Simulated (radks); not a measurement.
Charge is removed step by step from the 6s level of Os+, starting from [Xe] 4f14 5d6 6s1. All-electron calculation, non-relativistic Kohn-Sham, PBEsol, spin-unpolarised, spherical densities, point nucleus; relativity is left out, which matters for an element this heavy. Program: a radial shooting solver on a logarithmic mesh with Libxc functionals. At the starting occupation the eigenvalue is -11.326 eV. Estimate the energy to remove one whole electron from this level, the eigenvalue at the end, and how far E(n) bends from a straight line.

Answer. Delta-SCF 14.717 eV; final eigenvalue -18.184 eV; the deviation from the straight line is -0.858 eV at 0.5 electron removed, the largest on the grid computed. Slater's transition state (half an electron removed) gives 14.698 eV. Integrating minus the eigenvalue over the occupation (Janak's theorem) gives 14.717 eV. The mean slope of the eigenvalue, de/dn, is 6.86 eV per electron. Ionisation energy of Os+ in the NIST Atomic Spectra Database: 17 eV (semi-empirical).

Beside tabulated values, note that spin-unpolarised runs miss the spin-polarisation part of the exchange energy of open shells.
